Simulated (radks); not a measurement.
The numbers below are computed, except where a source is named.
All-electron atom: Kr IV in [Ar] 3d10 4s1 4p3 4d1 (not the ground configuration).

Level of theory: scalar-relativistic Kohn-Sham, PBE, spin-unpolarised, spherical densities, finite nucleus; Fermi nuclear charge, rms radius 4.1884 fm (a radial shooting solver on a logarithmic mesh with Libxc functionals).

Energy parts (eV):
total: -75812.332
kinetic: 77548.813
electron-nucleus: -181418.703
Hartree: 30643.339
exchange-correlation: -2585.781

Orbitals (lengths in bohr, moments of r in powers of bohr):
[
 {"orbital": "1s", "occ.": "2", "eigenvalue (eV)": "-14205.33", "<1/r>": "36.76"},
 {"orbital": "2s", "occ.": "2", "eigenvalue (eV)": "-1910.309", "<1/r>": "8.165"},
 {"orbital": "2p", "occ.": "6", "eigenvalue (eV)": "-1694.444", "<1/r>": "7.985"},
 {"orbital": "3s", "occ.": "2", "eigenvalue (eV)": "-309.3152", "<1/r>": "2.702"},
 {"orbital": "3p", "occ.": "6", "eigenvalue (eV)": "-240.5091", "<1/r>": "2.550"},
 {"orbital": "3d", "occ.": "10", "eigenvalue (eV)": "-126.5692", "<1/r>": "2.280"},
 {"orbital": "4s", "occ.": "1", "eigenvalue (eV)": "-62.0420", "<1/r>": "0.9240"},
 {"orbital": "4p", "occ.": "3", "eigenvalue (eV)": "-45.9192", "<1/r>": "0.8077"},
 {"orbital": "4d", "occ.": "1", "eigenvalue (eV)": "-23.9925", "<1/r>": "0.5765"},
 {"orbital": "4f", "occ.": "0", "eigenvalue (eV)": "-10.4625", "<1/r>": "0.2853"},
 {"orbital": "5s", "occ.": "0", "eigenvalue (eV)": "-21.3774", "<1/r>": "0.3994"},
 {"orbital": "5p", "occ.": "0", "eigenvalue (eV)": "-16.9791", "<1/r>": "0.3479"}
]

The highest occupied level is 4d at -23.993 eV. The electron density at the nucleus is 5.011e+04 e/bohr^3 (large components only).
